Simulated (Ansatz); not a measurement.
Total energies of Si₅₁H₅₂, a nanocrystal cut from cubic silicon from Ansatz at PBE0-D4/def2-SVP, gas phase (1 Eh = 27.2114 eV = 2625.5 kJ/mol). The reference geometry is relaxed at r2SCAN-D4/def2-SVP.

```csv
state,geometry,energy (Eh)
charge 0 singlet,reference,-14785.99078
charge 1 doublet,reference,-14785.71438
charge -1 doublet,reference,-14786.04195
free Si atom (triplet),–,-289.15194
free H atom (doublet),–,-0.50029
```

Single mean-field runs in def2-SVP are fitted with def2-universal-jkfit.

Task: Work out the vertical ionisation energy to the doublet.

Result: E(charge 1 doublet) − E(charge 0 singlet) = -14785.71438 − (-14785.99078) = 0.27640 Eh = 7.52 eV. For comparison, −ε of the highest occupied level is 6.69 eV at this level, 0.83 eV less.

Task: Work out the vertical electron affinity, to the doublet.

Result: E(charge 0 singlet) − E(charge -1 doublet) = -14785.99078 − (-14786.04195) = 0.05117 Eh = 1.39 eV. The basis lacks diffuse functions, which makes affinities too small.

Task: Give the fundamental gap IE − EA, the Mulliken electronegativity (IE + EA)/2 and the hardness (IE − EA)/2.

Result: From the values in Eh: IE − EA = 0.27640 − 0.05117 = 0.22523 Eh = 6.13 eV; (IE + EA)/2 = 4.46 eV; (IE − EA)/2 = 3.06 eV. The HOMO–LUMO gap of the same run is 4.67 eV, 1.46 eV smaller than the fundamental gap.

Task: What is the binding energy per atom against free atoms?

Result: Atoms: 51 × (-289.15194) + 52 × (-0.50029) = -14772.76402 Eh. Binding: -14772.76402 − (-14785.99078) = 13.22676 Eh = 359.92 eV, or 3.49 eV for each of 103 atoms (no zero-point energy, no counterpoise term).
